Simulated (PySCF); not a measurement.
C2H5AlF2 (SMILES C[CH2][Al]([F])[F]), singlet, at a GFN2-xTB geometry (such geometries of metal compounds can be far from the true shape). Base run: PySCF with CCSD(T)/cc-pVDZ.

PySCF was given this input:
```python
from pyscf import gto, scf, cc

mol = gto.Mole()
mol.atom = '''
    Al    0.178713    0.156070    0.519070
    F     0.376616   -1.416126    0.980895
    F     0.563940    1.275851    1.668728
    C    -0.479972    0.611937   -1.304518
    C    -0.729478   -0.658694   -2.122130
    H     0.242650    1.254091   -1.817439
    H    -1.398956    1.202437   -1.237542
    H    -1.468123   -1.292894   -1.635804
    H     0.185515   -1.238859   -2.224563
    H    -1.092656   -0.410671   -3.119280
'''
mol.basis = 'cc-pvdz'
mol.charge = 0
mol.spin = 0
mol.verbose = 4
mol.max_memory = 1800
mol.build()

mf = scf.RHF(mol)
mf.kernel()

mycc = cc.CCSD(mf, frozen=9)
mycc.kernel()
et = mycc.ccsd_t()
print('E(CCSD(T)) = %.10f' % (mycc.e_tot + et))
```

Variants of this job, named by their change:

```csv
change,ΔE vs base (mEh),MP2 correlation (Eh),CC correlation without the perturbative part (Eh),basis functions,core-seconds (rough)
base,0.000,-0.72553,-0.76085,99,40
method = cisd,128.7,-,-,99,10
method = ccsd,15.886,-0.72553,-0.76085,99,20
method = mp2,51.208,-0.72553,-,99,3
```
